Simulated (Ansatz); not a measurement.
Isolated molecules relaxed with PBE0-D4/def2-TZVP in Ansatz; ΔE leaves out vibrations. CCSD(T)/CBS is the MP2 limit (def2-TZVPP, def2-QZVPP) plus CCSD(T) − MP2 in def2-TZVPP, frozen cores. This one scheme is used for every species. DFT in def2-TZVPP. One conformer a species, not always the lowest.

Reaction (substitution at a C–Si bond): `CC(=O)[SiH2]N` + `COCO` → `COCOC(C)=O` + `N[SiH3]`

`CC(=O)[SiH2]N`:

Cartesian coordinates in Å:
```
C 1.204 1.005 -1.285
C 0.712 0.486 0.038
O 1.293 0.730 1.073
Si -0.893 -0.598 0.108
N -1.296 -1.151 1.676
H 2.105 1.606 -1.153
H 0.422 1.604 -1.763
H 1.410 0.167 -1.958
H -0.679 -1.771 -0.782
H -2.005 0.240 -0.419
H -1.567 -0.469 2.367
H -0.706 -1.850 2.100
```

`COCO`:

Z-matrix (Å, degrees):
```
C
O 1 1.410
H 1 1.090 2 107.2
H 1 1.098 2 110.9 3 118.9
H 1 1.094 2 111.6 3 -119.7
C 2 1.391 1 113.3 3 -179.1
O 6 1.398 2 113.5 1 -67.9
H 6 1.095 2 105.4 1 169.5
H 6 1.097 2 111.0 1 50.4
H 7 0.962 6 108.0 2 -64.4
```

`COCOC(C)=O`:

```xyz
15

C     1.087    1.493   -1.225
O     0.183    2.020   -0.276
C    -0.899    1.218   -0.008
O    -0.552    0.119    0.843
C    -0.403   -1.095    0.278
C    -0.042   -2.113    1.314
O    -0.546   -1.318   -0.893
H     1.632    0.630   -0.827
H     0.568    1.187   -2.139
H     1.798    2.285   -1.455
H    -1.603    1.815    0.570
H    -1.356    0.819   -0.918
H     0.868   -1.807    1.832
H     0.100   -3.081    0.842
H    -0.835   -2.173    2.062
```

`N[SiH3]`:

```xyz
7

N     0.894    0.323   -0.485
Si   -0.489   -0.203    0.392
H     0.943    1.275   -0.812
H     1.335   -0.301   -1.141
H    -0.756    0.790    1.464
H    -1.748   -0.351   -0.399
H    -0.179   -1.532    0.980
```

```
             level  ΔE (kJ/mol)
         r2SCAN-D4        -52.0
SCS-MP2/def2-QZVPP        -43.8
```

(1) What does CCSD(T)/CBS give? (An estimate is asked.)

Largest T1 diagnostic among the species: 0.014.

Results:

(1) Computed: -41.3 kJ/mol. The listed levels differ from it by -10.7, -2.5 kJ/mol.

In def2-TZVPP, CCSD(T) changes the Hartree–Fock value by +9.6 kJ/mol (the triples alone add −1.0 kJ/mol) and MP2 by +8.6 kJ/mol. From PBE to PBE0 (25 % exact exchange), in def2-TZVPP and without D4, ΔE moves by −3.5 kJ/mol.
